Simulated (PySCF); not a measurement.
Se(Et)(SeH) (C2H6Se2), SMILES [Se](CC)[SeH]. The structure is a stationary point at B3LYP-D3(BJ)/def2-SVP. The values are those of a single conformer.

Question: Give the equilibrium geometry at B3LYP-D3(BJ)/def2-SVP (PySCF confirms it by a frequency run) as a Z-matrix. (The exact figures need the calculation; the answer reports its results.)

Answer: Several could match; the one computed here: 
```
C
H 1 1.0994
H 1 1.1030 2 107.69
C 1 1.5185 2 112.22 3 -123.67
H 4 1.1007 1 111.36 2 178.38
H 4 1.1011 5 108.14 1 -121.90
H 4 1.1033 5 108.33 6 -116.56
Se 1 1.9835 2 107.25 3 109.87
Se 8 2.3546 1 100.38 2 61.50
H 9 1.4824 8 96.90 1 -88.10
```
